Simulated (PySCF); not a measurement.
## A ladder of Hamiltonians for Nb³⁵⁺ (niobium, charge +35)

Occupied: 1s1/2, 2s1/2, 2p1/2. Hartree-Fock calculated with PySCF 2.14 in an uncontracted even-tempered set (16 s from 4.8 bohr⁻², ratio 2.7; 12 p from 5.7 bohr⁻², ratio 2.7), Gaussian nucleus throughout. NR is non-relativistic, sf-X2C the spin-free one-electron X2C Hamiltonian, X2C adds the bare one-electron spin-orbit term, X2C-SNSO screens it by Boettger's factors, DC is four-component Dirac-Coulomb, and the Gaunt and Breit terms are added at first order (total energies over the DC spinors, levels after relaxing the spinors in that mean field). QED terms are absent. Levels marked empty are virtual spinors of this ion.

```
Hamiltonian  E (hartree)
        X2C   -2448.3878
   X2C-SNSO   -2448.0953
         DC   -2448.7108
   DC+Gaunt   -2447.1507
   DC+Breit   -2447.2312
```

| level (eV) | X2C | X2C-SNSO | DC | DC+Gaunt | DC+Breit |
| --- | --- | --- | --- | --- | --- |
| 1s1/2 | -21724.4 | -21724.9 | -21735.1 | -21703.7 | -21704.6 |
| 2s1/2 | -4940.8 | -4940.9 | -4942.1 | -4939.2 | -4939.4 |
| 2p1/2 | -4829.0 | -4825.1 | -4825.9 | -4819.7 | -4820.5 |
| 2p3/2 (empty) | -4540.9 | -4542.7 | -4542.8 | -4539.7 | -4540.5 |
| 3s1/2 (empty) | -2021.6 | -2021.6 | -2021.9 | -2021.1 | -2021.2 |

Question: How large are the two-electron picture-change error of X2C and the Breit correction in the total energy?

Answer: X2C-1e lies 0.3231 hartree above Dirac-Coulomb; Gaunt adds 1.5601 and the full Breit term 1.4796 hartree.

Weight of the small component: 1s1/2 0.0225, 2s1/2 0.00508, 2p1/2 0.00505, 2p3/2 0.00484, 3s1/2 0.00204.

Koopmans' value for the highest occupied level at DC+Breit: 4820.5 eV, against an ionisation energy of 4815 ± 5 eV (semi-empirical (NIST evaluation); NIST Atomic Spectra Database, ionization energies); the former lacks relaxation, correlation, QED and recoil.

The whole ladder took 86 s of wall time on 1 thread of Intel(R) Xeon(R) Platinum 8375C CPU @ 2.90GHz (shared host), launched as `OMP_NUM_THREADS=1 python relrun2.py TASK.json OUT` (a driver that calls PySCF for each Hamiltonian).

Dirac-Coulomb iterations, started from the X2C spinors:

```
with_ssss True, with_gaunt False, with_breit False
light speed = 137.03599967994
init E= -2443.05825799312
cycle= 1 E= -2448.7108016613  delta_E= -5.65  |g|= 0.546  |ddm|= 0.0469
cycle= 2 E= -2448.71084702254  delta_E= -4.54e-05  |g|= 0.00199  |ddm|= 0.000973
cycle= 3 E= -2448.71084702632  delta_E= -3.78e-09  |g|= 2.49e-05  |ddm|= 1.86e-05
```
